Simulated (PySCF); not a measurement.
Compound: CH3F3Si.
Atom-mapped SMILES: `[F:1][C:2]([F:3])([F:4])[SiH3:5]` (hydrogens: H6, H7, H8 on Si5)

A GFN2-xTB structure was refined with PySCF 2.14.0, PBE0-D3(BJ)/def2-SVP geometry optimisation, gas phase. Its GFN2-xTB values:

```json
{"coordinate": "F1–C2", "GFN2-xTB": "1.358 Å"}
{"coordinate": "C2–Si5", "GFN2-xTB": "1.946 Å"}
{"coordinate": "Si5–H6", "GFN2-xTB": "1.463 Å"}
{"coordinate": "Si5–H7", "GFN2-xTB": "1.446 Å"}
{"coordinate": "F1–C2–F3", "GFN2-xTB": "106.3°"}
{"coordinate": "F1–C2–Si5", "GFN2-xTB": "113.6°"}
```

**Question.** How do these coordinates change at the PBE0-D3(BJ)/def2-SVP level?

**Answer.** 
```csv
coordinate,PBE0-D3(BJ)/def2-SVP (Å or °),change
Si5–H7,1.488,+0.042
Si5–H6,1.488,+0.025
F1–C2,1.341,-0.017
C2–Si5,1.932,-0.014
F1–C2–Si5,111.6,-2.0
F1–C2–F3,107.2,+0.9
```

The energy falls by 2.5 kcal/mol over 12 energy and gradient evaluations, the largest force component goes from 0.0263 to 2.5e-04 Eh/bohr, and the atoms move by 0.040 Å rms after alignment. The bond that changes most is Si5–H7 (SiH3 silicon to Si–H hydrogen), which lengthens by 0.042 Å. Bonds longer at the end by more than 0.005 Å: 3 of 7; shorter: 3. Rotational constants go from 5397, 2885, 2866 to 5337, 2941, 2940 MHz.

The run used 89 basis functions and 67 SCF cycles in all. On one thread of an AMD EPYC 9R45, no GPU (shared host), this took 16 s wall and 0.38 GiB of memory at its peak.

No frequency check.
